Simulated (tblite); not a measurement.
C4H11ClGeSi2.
Cartesian coordinates in Å at the GFN2-xTB level; atoms count from 1:
```
atom  x, y, z in Å
C1     3.451   -0.541   -1.424
C2     2.148   -0.401   -0.816
C3     1.058   -0.297   -0.309
Si4   -0.634   -0.068    0.410
C5    -0.665   -0.930    2.113
Ge6   -1.008    2.257    0.679
Si7   -2.224   -0.930   -1.061
Cl8   -3.148    0.723   -1.810
H9     3.639   -1.586   -1.671
H10    3.497    0.052   -2.337
H11    4.224   -0.194   -0.738
H12    0.075   -0.495    2.778
H13   -1.638   -0.825    2.587
H14   -0.450   -1.991    2.028
H15   -0.749    3.079   -0.547
H16   -2.411    2.628    1.066
H17   -0.183    2.949    1.730
H18   -1.709   -1.667   -2.215
H19   -3.282   -1.754   -0.470
```

All values are computed: GFN2-xTB (tblite) harmonic vibrations without scaling, gas phase. The method is semi-empirical: single wavenumbers can be off by several per cent or more. Modes of hydrogen on germanium and silicon can be 10 to 20 % off. One conformer, not necessarily the lowest. The optimisation stopped once no atom felt more than 0.01 eV/Å.

Lowest wavenumbers of the output (negative numbers stand for imaginary wavenumbers):
```
mode    cm-1
  1     -30.1
  2      15.6
  3      41.8
  4      45.1
  5      61.2
  6      89.9
  7     112.5
  8     121.7
  9     125.4
 10     137.3
 11     191.8
 12     214.3
 13     302.7
 14     317.2
 15     323.0
```

Question: Is this structure a minimum?

Answer: Not by this Hessian. 1 mode is imaginary beyond 20i (30i cm⁻¹), so at this level the point lies at or near a first-order saddle. The curvature is small, so loose convergence or finite differences may be the whole cause.

Question: Which atoms move in the imaginary mode?

Answer: 30i: H10 (methyl hydrogen) 34 %, H9 (methyl hydrogen) 33 %, H11 (methyl hydrogen) 33 %. These are shares of the mass-weighted motion.

Question: What is the remedy?

Answer: Step along that mode in both directions, optimise again with tighter thresholds and repeat the frequencies. The zero-point energy of this point (77.4 kcal/mol) counts the 50 real modes alone, and thermal corrections from it aren't those of a minimum.
